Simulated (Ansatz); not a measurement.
Reaction: SiH2BrCl (bromo(chloro)silane, SMILES Cl[SiH2]Br) → SiH2Br (SMILES [SiH2]Br, doublet) + Cl (doublet) (the Cl-Si bond breaks)
Each species at its own B3LYP-D3(BJ)/def2-TZVP minimum (Ansatz, an electronic-structure program).

Total energies in hartree (Ansatz). Radicals and triplets start from unrestricted determinants; spin-orbit coupling is neglected. Correlated methods leave the cores frozen (noble-gas shells, and filled d and f shells in the p block). No relativity. Spin-orbit terms, left out, reach several kcal/mol for Br and I, and more for heavier atoms.

```tsv
species	HF/def2-TZVPP	CCSD(T)/def2-TZVPP	HF/def2-QZVPP	CCSD(T)/def2-QZVPP	CCSD(T)/def2-SVP	CCSDT(Q)/def2-SVP
1: SiH2BrCl (SMILES Cl[SiH2]Br)	-3322.13840	-3322.67436	-3322.20978	-3322.79379	-3321.95113	-3321.95258
2: SiH2Br (SMILES Br[SiH2], doublet)	-2862.52861	-2862.83822	-2862.58704	-2862.92231	-2862.34541	-2862.34657
3: Cl (doublet)	-459.47685	-459.66464	-459.48954	-459.69535	-459.44599	-459.44629
```

Q: Work out the bond dissociation energy (electronic) in kcal/mol: take Hartree-Fock from def2-QZVPP, extrapolate the CCSD(T) correlation energy as X^-3 (X = 3, 4), and add CCSDT(Q) - CCSD(T) in def2-SVP. 1 hartree = 627.51 kcal/mol.

A: 
Species 1: correlation (64·(-0.58401) - 27·(-0.53596))/37 = -0.61907; step -0.00145; E1 = -3322.20978 + (-0.61907) + (-0.00145) = -3322.83030
Species 2: correlation (64·(-0.33527) - 27·(-0.30961))/37 = -0.35399; step -0.00116; E2 = -2862.58704 + (-0.35399) + (-0.00116) = -2862.94219
Species 3: correlation (64·(-0.20581) - 27·(-0.18779))/37 = -0.21896; step -0.00030; E3 = -459.48954 + (-0.21896) + (-0.00030) = -459.70880
-1·E1 +1·E2 +1·E3 = 0.17931 hartree = 112.5 kcal/mol.
